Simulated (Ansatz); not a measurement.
Ansatz (an electronic-structure program) input:

Ansatz 0.2 input:
```yaml
crystal:
  periodic: [false, false, false]
  atoms:
    - {symbol: B, position_ang: [-0.96009521, 0.13120463, -0.01370137]}
    - {symbol: N, position_ang: [0.63504834, -0.13477306, -0.03981207]}
    - {symbol: H, position_ang: [-1.21385758, 1.20242986, -0.47732170]}
    - {symbol: H, position_ang: [-1.43957867, -0.29568526, 0.99363338]}
    - {symbol: H, position_ang: [0.83054334, -1.10846828, 0.17477974]}
    - {symbol: H, position_ang: [1.17231349, 0.43494880, 0.62287371]}
    - {symbol: H, position_ang: [1.00571709, 0.05416318, -0.96677382]}
basis:
  gaussian:
    orbitals: def2-TZVPD
hamiltonian:
  xc: {name: LC-wPBE}
magnetization: {spin_polarized: true, initial_magnetization: 1}
output: {forces: true}
```

Task: What final total energy does it print?

Result: -82.52746 Eh (LC-wPBE/def2-TZVPD). The basis has 119 functions.

It need not be the lowest isomer of its formula.
